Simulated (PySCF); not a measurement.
Vibration and rotation of GaO⁻

PBE0 constants of GaO⁻, ¹Σ⁺ (singlet), closed shell (Ga aug-cc-pVDZ-PP with ECP10, O aug-cc-pVDZ; scalar-relativistic core potentials (PySCF 2.14); masses 68.9256 and 15.9949 u):

| Item | Value |
| --- | --- |
| ωe | 787.0 cm⁻¹ |
| ωexe | 3.46 cm⁻¹ |
| Be | 0.43538 cm⁻¹ |
| αe | 0.00292 cm⁻¹ |
| D (centrifugal) | 5.33e-07 cm⁻¹ |
| De to Ga + O⁻ | 4.99 eV |

**Question.** Give the band origin of the fundamental and the first lines of its P and R branches.

**Answer.** ν0 = ωe − 2ωexe = 780.1 cm⁻¹, B0 = 0.43392, B1 = 0.43100 cm⁻¹.

```tsv
J″	P(J″) − ν0	R(J″) − ν0
0		0.862
1	-0.868	1.718
2	-1.742	2.568
3	-2.621	3.413
4	-3.506	4.251
5	-4.397	5.084
6	-5.294	5.911
```

**Question.** Near which J would the R branch turn back, without centrifugal distortion?

**Answer.** At J ≈ (B0 + B1)/(2(B0 − B1)) − 1 ≈ 150.

For an ion De counts to the pair picked by the measured ionisation energies or electron affinities, which need not be the lowest pair at this level.
